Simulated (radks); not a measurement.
Results of a calculation; reference values are marked as such.
Question: Nd3+, 57 electrons, occupied as [Kr] 4d10 4f3 5p6 6s2 (not the ground configuration). Code: a radial shooting solver on a logarithmic mesh with Libxc functionals. Model: Dirac Kohn-Sham, exchange-only B88, spin-unpolarised, spherical densities, point nucleus; open shells fill j = l - 1/2 first.

Spin-orbit splittings of the eigenvalues, e(l+1/2) - e(l-1/2), with zeta = 2 splitting/(2l+1) and mean radii in bohr:

shell  occ.  splitting (eV)  zeta (eV)  <r> j=l-1/2  <r> j=l+1/2
2p        6           520.3      346.9      0.08421      0.09062
3p        6           103.8      69.23       0.2556       0.2681
3d       10           22.45      8.978       0.2394       0.2433
4p        6           22.67      15.12       0.6222       0.6500
4d       10           4.037      1.615       0.6962       0.7059
4f        3          0.4916     0.1405       0.9180       0.9254
5p        6               ?          ?        1.534        1.602
5d        0          0.4661     0.1864        2.063        2.089
5f        0         0.02841   0.008117        3.983        3.997
6p        0          0.7833     0.5222        3.484        3.605

Estimate the 5p splitting.

Answer: 3.796 eV (zeta = 2.531 eV).
